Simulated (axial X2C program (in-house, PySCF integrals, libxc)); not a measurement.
**Correcting the dissociation energy of CrSi for spin–orbit coupling**

A spin-free CCSD(T) curve (one-electron X2C) was computed with an in-house all-electron X2C program for linear molecules (integrals from PySCF), basis Cr dyall-cv3z [9s10p6d3f2g], Si dyall-v3z [8s7p2d1f] (cores contracted in-house), for the state M_S = 4, Λ = 0 (beyond evenly filled blocks: 2 × σα, 2 × π+α, 2 × π-α, δ+α, δ-α). It gives D0 = 1.268 eV to Cr + Si, which in a spin-free picture are the weighted means of the ground terms.

Correlated methods: 10 electrons correlated (number of frozen shells: Cr 3 s, 2 p; Si 2 s, 1 p), 234 virtual spin orbitals or spinors in MP2, 89 natural virtuals in coupled cluster.

Measured levels of the ground terms (NIST Handbook of Basic Atomic Spectroscopic Data), in cm⁻¹: Cr 7S: J = 3 at 0; Si 3P: J = 0 at 0, J = 1 at 77.1, J = 2 at 223.2.

The molecular state has Λ = 0, so it has no first-order lowering.

How far does each ground level lie under the (2J+1)-weighted mean of its term?

Cr: a single level, 0; Si: (1 × 0 + 3 × 77.1 + 5 × 223.2)/9 = 150 cm⁻¹.

Correct D0.

D0 = 1.268 + (0 − 150)/8065.5 = 1.249 eV at CCSD(T) with these spin–orbit terms.

Second-order spin–orbit effects in the molecule, which grow quickly with Z, are left out. The state is a single determinant with fixed occupations, the lowest that a limited PBE0 search found. De is counted from the lowest determinant-based energies of the atoms at the same level, without counterpoise correction. CCSD and (T) use frozen natural virtuals with an MP2 correction for the truncation; (T) itself is uncorrected, so its De runs slightly low. PBE0 can misorder states that lie within some tenths of an eV, so this need not be the ground state of the molecule. The nearest other spin-free determinant of the search, M_S = 3, Λ = 1, lies 0.03 eV up at the distance of the search.
